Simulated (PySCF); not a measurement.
## Cost against result

Saddle point of SiH$_{3}$Cl$_{3}$, closed shell (SiHCl₃ ([Cl][SiH]([Cl])[Cl]) + H₂ → SiH₂Cl₂ ([Cl][SiH2][Cl]) + HCl; bonds formed: Si1–H7, Cl2–H6; bonds broken: Si1–Cl2, H6–H7), PBE0-D4/def2-TZVP structure:

```
7
angstrom
Si -0.4256 0.0859 -0.1847
Cl 1.2913 -1.3085 0.9184
Cl -0.5492 -1.2556 -1.7023
Cl -1.6246 -0.0743 1.4431
H -0.9627 1.3026 -0.8330
H 1.3094 0.2330 0.3795
H 0.9614 1.0168 -0.0210
```

Barriers are electronic and count from the start structure reached by relaxing down the imaginary mode.

Program: PySCF 2.14 with density fitting (its default auxiliary sets; JK sets also for MP2 and CCSD(T)). Basis: as named in each row. Cores are frozen in the correlated methods. B3LYP uses VWN-RPA correlation. Extrapolation: Hartree–Fock as exp(−7.88 √X), correlation as X^−2.97.

Times are rough, for one single point on 4 threads of a shared host (Intel Xeon).

The estimate by CCSD(T) at an estimated basis limit (MP2 extrapolated from triple and quadruple zeta, plus CCSD(T) − MP2 in triple zeta) is 61.44 kcal/mol.

```csv
method,basis,time (s),barrier (kcal/mol),method less estimate
HF,STO-3G,2,111.13,49.69
B3LYP-D4,6-31G,7,64.24,2.80
PBE0-D4,def2-SVP,9,54.85,-6.59
PBE-D4,def2-SVP,10,50.19,-11.24
MP2,def2-QZVPP,10,61.77,0.33
SPW92,def2-TZVPP,12,43.37,-18.07
PBE0-D4,def2-TZVPP,20,55.92,-5.52
BHLYP-D4,def2-TZVPP,20,64.48,3.04
PBE-D4,def2-TZVPP,21,51.58,-9.86
B3LYP-D4,def2-TZVPP,21,59.39,-2.05
CCSD(T),def2-SVP,22,64.87,3.43
r2SCAN-D4,def2-TZVPP,34,55.56,-5.88
wB97M-V,def2-TZVPP,340,60.54,-0.90
CCSD(T),def2-TZVPP,640,62.50,1.07
```

All methods are single points on the PBE0-D4 structures.

The T1 diagnostic stays at or below 0.011.

Labels in which every atom is bracketed show which atoms are joined, not bond orders.
